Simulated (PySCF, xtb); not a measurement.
ZrF₂, SMILES [Zr]([F])[F] (connectivity only; charge and spin as stated), neutral, multiplicity 3.

Harmonic wavenumbers (cm⁻¹) from xtb with GFN2-xTB at its own minimum, in rising order: 80, 499, 575.

**Question.** What does PySCF with PBE-D3(BJ)/def2-TZVP give at its own minimum? (The exact figures need the calculation; the answer reports its results.)

**Answer.** 118, 624, 636. Paired by order, the mean absolute difference is 75 cm⁻¹ and the zero-point energies are 1.6 and 2.0 kcal/mol.
